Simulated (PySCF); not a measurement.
Can point charges reproduce the dipole moment of `FC(F)C1=COC=CC1`?

Coordinates (GFN2-xTB, Å) and charges (e) from the PBE0/pcSseg-1 density (PySCF):

```tsv
atom	x	y	z	Mulliken	IAO	Hirshfeld	ESP-fitted
F1	2.476	-0.609	-1.190	-0.3077	-0.3107	-0.1174	-0.1743
C2	2.066	0.037	-0.060	+0.6451	+0.4472	+0.1458	+0.1526
F3	2.705	1.231	-0.065	-0.3006	-0.3030	-0.0971	-0.1766
C4	0.576	0.184	-0.039	-0.6005	-0.1136	-0.0543	-0.2195
C5	-0.011	1.350	-0.294	+0.3458	+0.0624	+0.0285	+0.1540
O6	-1.345	1.564	-0.294	-0.4245	-0.2841	-0.0874	-0.2573
C7	-2.128	0.477	-0.013	+0.2086	+0.0351	+0.0206	+0.0363
C8	-1.675	-0.739	0.242	-0.2723	-0.2116	-0.0696	-0.3679
C9	-0.209	-1.072	0.251	-0.0152	-0.2648	-0.0714	+0.2943
H10	2.448	-0.546	0.795	+0.0882	+0.1389	+0.0469	+0.1273
H11	0.540	2.253	-0.510	+0.1149	+0.1791	+0.0576	+0.1320
H12	-3.174	0.743	-0.027	+0.1135	+0.1703	+0.0617	+0.1511
H13	-2.367	-1.537	0.456	+0.1048	+0.1636	+0.0539	+0.1515
H14	0.080	-1.487	1.226	+0.1435	+0.1406	+0.0409	-0.0115
H15	0.014	-1.840	-0.500	+0.1563	+0.1507	+0.0415	+0.0079
```

**Question.** What dipole does each set of charges give (1 e·Å = 4.803 D), and what does the density give?

**Answer.** The full density gives (-1.68, -1.22, 1.45) D, 2.54 D in size; dipole vectors point from the negative to the positive end.

| scheme | μx | μy | μz | size (D) | share of the full size (%) | angle to the full dipole (°) |
| --- | --- | --- | --- | --- | --- | --- |
| Mulliken | -1.55 | -2.48 | 2.28 | 3.70 | 146 | 18 |
| IAO | -2.36 | -1.80 | 2.40 | 3.82 | 151 | 4 |
| Hirshfeld | -1.21 | -0.40 | 0.87 | 1.54 | 61 | 15 |
| ESP-fitted | -1.70 | -1.23 | 1.51 | 2.59 | 102 | 1 |

**Question.** Which set comes closest?

**Answer.** Length of the difference vector: ESP-fitted 0.06 D, Hirshfeld 1.11 D, IAO 1.30 D, Mulliken 1.51 D. Closest: ESP-fitted. The schemes that divide the density aren't constrained to reproduce the dipole.

**Question.** What is left for the Hirshfeld atoms' own dipoles?

**Answer.** The shares of the density sum to the whole, so what Σ q r misses lies in dipoles about the nuclei. The atomic dipoles sum to (-1.68, -1.22, 1.45) − (-1.21, -0.40, 0.87) = (-0.47, -0.82, 0.58) D, 1.11 D in size.

**Question.** With the origin at the mean of the coordinates, (0.000, 0.001, -0.001) Å, which are the largest single terms, by size, of the ESP-fitted dipole along the direction of the full one?

**Answer.** C8 -2.84, F3 +2.06, H13 +1.87, F1 +1.70, H12 +1.26 D; all 15 atoms together +2.59 D. The single terms depend on the origin, their sum doesn't.

**Question.** Give the size of the full dipole in other units.

**Answer.** 2.54 D = 0.998 au = 0.528 e·Å = 8.46 × 10⁻³⁰ C·m.

Geometry: GFN2-xTB, one conformer, isolated molecule.

These values come from a run that also computed NMR shieldings. Hardware: Arm Neoverse V2, one thread, no GPU, shared host. Cost: 20 s, 0.82 GiB resident at most.

The values belong to the conformer `[F:1][CH:2]([F:3])[C:4]1=[CH:5][O:6][CH:7]=[CH:8][CH2:9]1`: F1–C2–C4–C5 -105°.
